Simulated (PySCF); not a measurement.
Computed shifts of a molecule C3H6BNO2, KT2/pcSseg-1 (PySCF), GIAO, gas phase, equivalent atoms averaged, in ppm (number of nuclei): ¹³C: 143.6 (1), 61.1 (1), 39.2 (1). ¹⁵N: 233.6 (1). ¹H: 6.77 (1), 5.00 (1), 3.99 (2), 3.49 (2). References: ¹⁷O against H2O (σ = 330.4 ppm); ¹¹B against BF3 (σ = 89.8 ppm); ¹³C against TMS (σ = 185.1 ppm); ¹⁵N against NH3 (σ = 266.2 ppm); ¹H against TMS (σ = 31.47 ppm), references at their B3LYP-D3(BJ)/def2-TZVP geometries, non-relativistic. Geometry: ωB97X-D3(BJ)/def2-SVP. One conformer was computed; it need not be the lowest.

Task: Identify the compound among the candidates.
A. OB1NCC=CO1
B. CN=C1OB(C)O1
C. OB1CN=COC1
D. C/N=C1\OCB1O

Result: C, OB1CN=COC1
